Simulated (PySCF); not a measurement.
# Reading the logs of faulty runs: BCClGeH3

These are calculations, not measurements. They come from PySCF 2.14.0, an open-source quantum chemistry program, on an isolated molecule that a program drew, which may never have been made. The molecule is BCClGeH3 (charge 0, doublet), drawn as the SMILES string `B=[CH][GeH][Cl]`.

Each row is a Hartree-Fock (HF) and frozen-core CCSD(T) single point in the cc-pV(D+d)Z basis, meant for a local HF minimum. Run 1 is clean. Each other run has one planted mistake out of seven kinds, and not every kind appears here: one electron removed, one electron added, multiplicity raised by two, geometry at a saddle point, minimal basis STO-3G, one bond length entered in bohr, all coordinates scaled. The reference is restricted for singlets and unrestricted otherwise, and also for a bond in bohr. Adding or removing an electron swaps singlet and doublet. Electrons count all cores. HOMO and LUMO are orbital energies over both spins, the gradient is its largest component, and the lowest frequency (negative if imaginary) is given only where the gradient is small. Bond lengths are over the 6 bonds as drawn. T1 is the CCSD diagnostic: over 0.02 (restricted) or 0.045 (unrestricted) a single reference is doubtful. Germanium has the cc-pVDZ-PP basis, with a core potential (ECP10MDF) in place of its 10 inner electrons, and its 3s, 3p and 3d shells are frozen in CCSD(T).

Geometry of the clean run:
```xyz
7
BCClGeH3, angstrom
B    -3.0839    0.3462   -0.8763
C    -2.0490   -0.0172   -0.0316
Ge   -2.2992    0.2101    1.8589
Cl   -4.2195    1.2646    2.1160
H    -3.9770    0.6696   -1.5667
H    -1.1165   -0.4685   -0.3517
H    -1.2365    1.0993    2.5315
```

```
run  electrons  basis functions  <S^2>  HOMO (eV)  LUMO (eV)  gradient (hartree/bohr)  lowest frequency (cm^-1)  mean bond (Å)  longest bond (Å)      T1  HF (hartree)  CCSD(T) (hartree)                          mistake
  1         63               89  0.775      -8.47       0.74                  1.4e-05                       104         1.5516             2.206  0.0175    -817.14611         -817.62379                         no fault
  2         64               89  0.000      -1.03       6.86                  7.3e-02                         -         1.5516             2.206  0.0237    -817.14961         -817.65896               one electron added
  3         63               89  1.589      -8.77       0.68                  2.7e-02                         -         1.7257             2.219  0.0621    -817.01733         -817.49235  one bond length entered in bohr
  4         63               89  0.769      -8.32       1.00                  2.6e-02                         -         1.4988             2.131  0.0162    -817.13738         -817.61082           all coordinates scaled
  5         63               89  3.771      -6.59      -0.59                  8.6e-02                         -         1.5516             2.206  0.0167    -817.04920         -817.49425                                ?
  6         62               89  0.000     -15.41      -6.78                  6.2e-02                         -         1.5516             2.206  0.0195    -816.86227         -817.34042                                ?
```

**Which mistake was planted in run 5, and what did it cost?**

Electrons, basis and geometry are unchanged, and <S^2> is 3.771, beside S(S+1) = 3.75 for a multiplicity of 4. So the mistake is: multiplicity raised by two. Subtracting run 1 and multiplying by 627.51 kcal/mol a hartree, the energy moved by 60.8 kcal/mol in HF and 81.3 kcal/mol in CCSD(T).

**Which mistake was planted in run 6, and what did it cost?**

It counts 62 electrons, one fewer than the clean run, at the same geometry and basis. So the mistake is: one electron removed. Subtracting run 1 and multiplying by 627.51 kcal/mol a hartree, the energy moved by 178.1 kcal/mol in HF and 177.8 kcal/mol in CCSD(T).

Cautions from the logs. Run 2: T1 is over the limit, so its CCSD(T) energy is less reliable; run 3: T1 is over the limit, so its CCSD(T) energy is less reliable.
